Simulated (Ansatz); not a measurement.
Relaxation of CH₆BNS (10 atoms, charge 0, multiplicity 1), to a largest force component of 0.015 eV/Å in at most 40 steps.

Method: Ansatz 0.2.0, RKS PBE0/def2-SVP.

```xyz
10
Properties=species:S:1:pos:R:3:forces:R:3
C -1.026 0.454 -0.415 -2.37 2.26 -1.12
N -0.702 -0.400 0.666 2.39 -0.73 0.89
B 0.780 -0.343 0.890 -0.31 -0.40 0.54
S 2.093 -0.962 -0.405 -0.73 0.98 0.27
H -0.601 0.178 -1.403 0.14 0.12 0.09
H -2.177 0.484 -0.560 1.51 -0.02 0.14
H -0.763 1.550 -0.187 -0.14 -1.33 -0.28
H -0.897 -1.358 0.378 -0.18 -0.17 0.00
H 1.230 0.037 1.991 -0.28 -0.05 -0.81
H 2.146 0.308 -0.952 -0.03 -0.67 0.29
```

Q: Where does it end, and by what steps?

A: It converged. After 17 steps the energy has fallen by 2.112 eV; H10 moved furthest, 2.19 Å.

```
step  energy less start (eV)  largest force component (eV/Å)  accepted
   0                  0.0000                           2.390       yes
   1                 -0.2438                           1.008       yes
   2                 -0.3959                           0.487       yes
   3                 -0.5826                           0.735       yes
   4                 -0.7886                           1.082       yes
   5                 -1.0370                           1.144       yes
   6                 -1.2343                           0.870       yes
   7                 -1.4590                           0.586       yes
   8                 -1.6262                           0.524       yes
   9                 -1.7587                           0.587       yes
  10                 -1.8728                           0.635       yes
  11                 -1.9663                           0.525       yes
  12                 -2.0347                           0.606       yes
  13                 -2.0647                           0.853       yes
  14                 -2.1030                           0.377       yes
  15                 -2.1115                           0.048       yes
  16                 -2.1123                           0.016       yes
  17                 -2.1124                           0.015       yes
```

```xyz
10
Properties=species:S:1:pos:R:3
C -1.431 0.576 -0.191
N -0.348 -0.373 -0.231
B 0.957 -0.156 0.211
S 2.197 -1.485 0.073
H -1.815 0.811 -1.199
H -2.280 0.210 0.413
H -1.079 1.513 0.261
H -0.599 -1.272 -0.629
H 1.261 0.913 0.685
H 3.218 -0.789 0.610
```

Whether the end is a true minimum wasn't checked by a vibrational analysis.

The run took 75 s on 1 thread of Arm Neoverse V1, with other jobs on the host, peak memory 0.17 GiB.
